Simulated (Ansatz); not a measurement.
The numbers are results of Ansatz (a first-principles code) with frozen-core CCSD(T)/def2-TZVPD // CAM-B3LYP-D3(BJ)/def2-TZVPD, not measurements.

Ansatz 0.2 input:
```yaml
crystal:
  periodic: [false, false, false]
  atoms:
    - { symbol: O, position_ang: [1.783268, -1.0184, 0.024596] }
    - { symbol: C, position_ang: [1.10846, -0.00786, 0.004326] }
    - { symbol: Si, position_ang: [-0.841047, 0.091235, -0.005564] }
    - { symbol: O, position_ang: [-1.377362, 1.551141, -0.042435] }
    - { symbol: H, position_ang: [1.659982, 0.972029, -0.010557] }
    - { symbol: H, position_ang: [-1.17075, -0.765519, 1.196899] }
    - { symbol: H, position_ang: [-1.162552, -0.822628, -1.167265] }
basis:
  gaussian: { orbitals: def2-TZVPD }
correlation:
  method: ccsd_t
total_charge: -1
```

Output:

```
Functional definition: HF
1219 factors; integrals over basis functions are off by at most 1.2e-3 eV
mean field evaluation 1: about -13013.9317 eV, gradient 3.9e1 eV
mean field evaluation 2: about -13014.0405 eV, gradient 3.9e1 eV
mean field evaluation 4: about -13017.7798 eV, gradient 4.3e0 eV
mean field evaluation 8: about -13017.8572 eV, gradient 3.8e-1 eV
mean field evaluation 16: about -13017.8582 eV, gradient 8.7e-7 eV
mean field -13017.85824905 eV, -478.3974668313 hartree, gradient 8.7e-7 eV, S^2 0.000000; 0 other end points of the search recorded, 0 dependent functions left out
8 core orbitals not correlated
reference -13017.85824905 eV, -478.3974668313 hartree; 12, 12 occupied and 167, 167 virtual orbitals, 1219 factors
second order -20.60372686 eV of doubles, -0.00000000 eV of singles
cycle   1  -20.32262338 eV  change    2.8e-1 eV  update   1.3e-1
cycle   2  -20.93288605 eV  change   -6.1e-1 eV  update   4.6e-2
cycle   3  -21.11697980 eV  change   -1.8e-1 eV  update   2.4e-2
cycle   4  -21.10155254 eV  change    1.5e-2 eV  update   6.6e-3
cycle   5  -21.09549011 eV  change    6.1e-3 eV  update   3.2e-3
cycle   6  -21.09791602 eV  change   -2.4e-3 eV  update   1.2e-3
cycle   7  -21.09795569 eV  change   -4.0e-5 eV  update   4.9e-4
cycle   8  -21.09762131 eV  change    3.3e-4 eV  update   2.0e-4
cycle   9  -21.09761796 eV  change    3.4e-6 eV  update   1.1e-4
cycle  10  -21.09771599 eV  change   -9.8e-5 eV  update   5.6e-5
cycle  11  -21.09764621 eV  change    7.0e-5 eV  update   2.8e-5
cycle  12  -21.09764367 eV  change    2.5e-6 eV  update   1.3e-5
perturbative correction -0.92010356 eV, -0.0338131823 hartree
Total energy: -13039.87599628 eV, -479.2066041180 hartree
```

Cost: roughly 60 core-seconds.
